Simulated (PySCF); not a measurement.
C2H6BFO2, SMILES B(CF)(OC)O. Coordinates come from a PBE-D3(BJ)/def2-SVP optimisation. The structure was generated by enumeration, and PubChem lists no compound with its InChIKey, so it may never have been made. One conformer was computed; it need not be the lowest.

Computed equilibrium geometry at PBE-D3(BJ)/def2-SVP (PySCF confirms it by a frequency run) as Cartesian coordinates in Å (one conformer of several):
```xyz
12

C     -2.4235     0.4680     0.2282
O     -1.0605     0.7977     0.4616
B     -0.0427     0.0147     0.0084
O     -0.2604    -1.1357    -0.6995
C      1.4601     0.4534     0.3119
F      2.3301    -0.5032    -0.2524
H     -2.9161     1.3081    -0.3043
H     -2.9390     0.3264     1.2011
H     -2.5315    -0.4562    -0.3752
H      0.6143    -1.5196    -0.9146
H      1.6635     0.5195     1.4048
H      1.6993     1.4515    -0.1200
```
